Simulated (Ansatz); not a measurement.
Computed with Ansatz on PBE0-D4/def2-TZVP structures; ΔE is electronic, products minus reactants. CCSD(T)/CBS adds triple-zeta CCSD(T) − MP2 to the extrapolated MP2 energy (def2 sets, frozen cores). This one scheme is used for every species. Functionals use def2-TZVPP. B3LYP here is the variant with VWN-RPA as its local correlation; programs differ in this. Each species was taken in one conformer, which may not be the lowest.

Consider the substitution at a C–C bond: `CCCCCC(C)(C)C` + H–F → `CCCCF` + `CC(C)(C)C`.

| level | ΔE (kJ/mol) | difference from CCSD(T)/CBS |
| --- | --- | --- |
| B97M-V | 16.1 | -19.8 |
| B3LYP-D4 | 17.1 | -18.8 |
| r2SCANh-D4 | 19.5 | -16.4 |
| r2SCAN0-D4 | 22.6 | -13.3 |
| PBE | 8.0 | -27.9 |
| B3LYP | -3.4 | -39.3 |
| CAM-B3LYP | 1.5 | -34.4 |
| LC-ωPBE | 14.0 | -21.9 |
| HF/def2-SVP | -16.1 | -52.0 |
| MP2/CBS(def2) | 47.3 | 11.4 |
| CCSD(T)/CBS | 35.9 | 0 |

Largest T1 diagnostic among the species: 0.009.

From PBE to PBE0 (25 % exact exchange), in def2-TZVPP and without D4, ΔE moves by +5.4 kJ/mol. The D4 term adds +20.6 kJ/mol with B3LYP and +12.6 kJ/mol with PBE0; it sums over pairs of atoms, weighted by their polarisabilities, and B3LYP, whose exchange is more repulsive, gets the larger term.

CCSD(T)/CBS has its own doubt, a few kJ/mol and more with outer-core shells, so smaller differences from it don't rank the levels.
